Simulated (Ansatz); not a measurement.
`CC(F)C=N` + `C[O][Ge][OH]` → `C[O][Ge][O]C` + `N=CCF`  (substitution at a C–C bond)

Calculated with Ansatz (gas phase, PBE0-D4/def2-TZVP geometries, no zero-point term in ΔE). CCSD(T)/CBS is the MP2 limit (def2-TZVPP, def2-QZVPP) plus CCSD(T) − MP2 in def2-TZVPP, frozen cores. DFT in def2-TZVPP. B3LYP here is the variant with VWN-RPA as its local correlation; programs differ in this. For Ge outer-core shells are correlated without core-valence functions, which leaves a few kJ/mol of doubt a bond. Scalar relativity is left out up to krypton. Each species was taken in one conformer, which may not be the lowest.

```tsv
level	ΔE (eV)
PBE-D4	0.72
r2SCAN-D4	0.76
B3LYP-D4	0.69
ωB97X-V	0.74
B2PLYP	0.73
r2SCAN	0.76
HF/def2-QZVPP	0.67
SCS-MP2/def2-QZVPP	0.77
```

Q: What does CCSD(T)/CBS give? (Estimate.)

A: Ansatz gave: +0.79 eV. The listed levels differ from it by -0.07, -0.03, -0.10, -0.05, -0.06, -0.03, -0.12, -0.02 eV.

Largest T1 diagnostic among the species: 0.015.

In def2-TZVPP, CCSD(T) changes the Hartree–Fock value by +0.09 eV (the triples alone add +0.00 eV) and MP2 by +0.14 eV.
